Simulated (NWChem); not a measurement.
GeN2H6O; SMILES [GeH]([NH2])([OH])[NH2]

```xyz
10

Ge    -0.0575     0.0106     0.2196
N     -0.2198     1.7128    -0.3967
N      1.5685    -0.5487    -0.3516
O     -1.1228    -1.2214    -0.5125
H     -0.3678     0.0713     1.7342
H     -1.0135     2.2508    -0.0638
H     -0.1235     1.8210    -1.4024
H      2.3661    -0.0125    -0.0266
H      1.7472    -1.5432    -0.2563
H     -1.9816    -1.2664    -0.0808
```
Atoms are numbered in this order, from 1.

Level: PBE0/def2-SVP (NWChem), optimised geometry, unscaled harmonic frequencies. 

Q: List the harmonic frequencies with IR intensities, and the thermochemistry.

A: 
```
frequency (cm⁻¹)  IR intensity (km/mol)
----------------  ---------------------
149                                29.3
183                                43.7
212                                51.8
228                                 5.5
266                                13.6
329                                18.2
473                               222.7
492                               206.1
696                                35.7
698                               103.2
716                               139.3
736                                65.8
749                                36.2
883                                11.9
895                                27.8
913                               116.3
1535                               57.5
1540                                8.0
2117                              189.8
3587                               17.9
3598                               22.6
3693                               23.9
3705                               28.3
3919                               62.5
```

* **zero-point energy**: 46.2 kcal/mol
* **thermal correction to the enthalpy at 298.15 K (with zero-point energy)**: 51.2 kcal/mol
* **heat capacity Cv**: 24.9 cal/(mol K)
* **entropy at 298.15 K and 1 atm (symmetry number 1)**: 81.0 cal/(mol K)
* **dipole moment**: 1.52 D

Rigid rotor and harmonic oscillator.
